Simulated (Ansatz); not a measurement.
The pair A = HCl (SMILES Cl) (first 2 atoms), B = Br2 (SMILES BrBr); geometry from B3LYP-D3(BJ)/def2-TZVP.
(charge 0, multiplicity 1):
```
atom    x (Å)    y (Å)   z (Å)
----  -------  -------  ------
Cl    -0.0871  -0.2578  0.0788
H      0.9588   0.4857  0.0741
Br     0.0022   0.1432  5.6232
Br    -0.1102  -0.0775  3.3095
```

Correlated levels freeze the cores. Filled d and f shells under p-block atoms count as core. MP2 and its Hartree–Fock in def2-QZVPPD are density fitted.

Run with Ansatz (a quantum-chemistry and plane-wave program) with Gaussian orbitals. Values without a source in brackets are computed.

The counterpoise-corrected interaction energy is E(AB) − E(A in the pair's basis) − E(B in the pair's basis). Total energies (hartree):

```tsv
level	AB	A in the pair's basis	B in the pair's basis
HF/def2-TZVPPD	-5604.9198525	-460.0998844	-5144.8215822
CCSD(T)/def2-TZVPPD	-5605.5252903	-460.3340695	-5145.1896728
HF/def2-QZVPPD	-5605.0309293	-460.1122280	-5144.9202598
CCSD(T)/def2-QZVPPD	-5605.6913635	-460.3651486	-5145.3239114
```

Question: Work out the counterpoise-corrected interaction energy at the basis-set limit: extrapolate the CCSD(T) correlation part as X⁻³, take Hartree–Fock from the larger set.

Answer: 
1. Differences (1 hartree = 627.509 kcal/mol): HF/def2-TZVPPD 1.013; CCSD(T)/def2-TZVPPD -0.971; HF/def2-QZVPPD 0.978; CCSD(T)/def2-QZVPPD -1.445.
2. Correlation parts, CCSD(T) less HF: -1.984 in def2-TZVPPD (X = 3), -2.423 in def2-QZVPPD (X = 4).
3. Limit (4³·(-2.423) − 3³·(-1.984))/(4³ − 3³) = -2.744; with HF/def2-QZVPPD it gives -1.766.
Result: -1.77 kcal/mol, against -0.97 at CCSD(T)/def2-TZVPPD. It is an estimate of this method's limit, not of the exact value.
